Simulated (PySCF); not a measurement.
GeHClBr₂, SMILES [Br][GeH]([Cl])[Br].

Geometry: B3LYP-D3(BJ)/def2-SVP.

The numbers are results of PBE/def2-TZVP (PySCF), not measurements.

Symmetry labels are those of the subgroup Cs that the program uses (full group Cs).

Task: List the valence orbital energies around the gap with their symmetry. (Estimate from the structure and the level; the computed values follow.)

Result: 
```
orbital  symmetry  energy (eV)
-------  --------  -----------
HOMO−7         A'       -10.09
HOMO−6         A"        -9.92
HOMO−5         A"        -8.28
HOMO−4         A'        -8.20
HOMO−3         A'        -7.86
HOMO−2         A'        -7.68
HOMO−1         A"        -7.63
HOMO           A"        -7.45
LUMO           A'        -3.02
LUMO+1         A"        -1.26
LUMO+2         A'        -1.18
LUMO+3         A'         0.12
```
